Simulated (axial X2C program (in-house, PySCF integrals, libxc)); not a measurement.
## Testing model relations on LiBe

A bond curve at the PBE0 level, 2c, was computed with an in-house all-electron X2C program for linear molecules (integrals from PySCF) (basis Be dyall-cv3z [8s8p3d1f], Li dyall-cv3z [7s8p2d] (cores contracted in-house)) for the state Ω = 1/2 (⟨Sz⟩ = 0.50, ⟨Lz⟩ = 0.00 at PBE0). Its fit gives Re = 2.5793 Å, ωe = 345.5 cm⁻¹, ωexe = 6.1 cm⁻¹ and αe = 1.407e-02 cm⁻¹; the masses are 9.0122 and 7.0160 u. Two-component means X2C with spin–orbit coupling and atomic mean-field Coulomb and Gaunt terms.

(1) Find the reduced mass, Be and the force constant.

(2) Estimate De from a Morse curve and compare with the computed well depth of 0.513 eV to Be + Li.

(3) A Morse curve ties αe to the other constants (Pekeris). How well does that hold?

(4) Estimate the centrifugal constant by the Kratzer relation.

(5) Where do the fundamental and the first overtone lie?

One determinant describes the state; a PBE0 search over occupations chose it and may have missed a lower one. Dissociation energies refer to the lowest single-determinant-based atoms at the same level and basis. Density functionals use the spin component along the axis (collinear).

## Answers

(1) From the PBE0 values: μ = 3.9449 u. Be = 16.8576/(μ Re²) = 0.6423 cm⁻¹. k = 5.8918×10⁻⁷ μ ωe² = 0.277 mdyn/Å.

(2) De(Morse) = ωe²/(4ωexe) = 0.607 eV against 0.513 eV computed, a ratio of 1.18. The extrapolation overshoots: the well softens faster than a Morse curve, or the lowest atomic limit lies below the one to which the curve heads.

(3) αe(Morse) = 6Be²/ωe × (√(ωexe/Be) − 1) = 1.492e-02 cm⁻¹; the PBE0 curve gives 1.407e-02 cm⁻¹, a ratio of 1.06.

(4) D = 4Be³/ωe² = 8.88e-06 cm⁻¹.

(5) ν(1←0) = ωe − 2ωexe = 333.3 cm⁻¹; ν(2←0) = 2ωe − 6ωexe = 654.4 cm⁻¹.
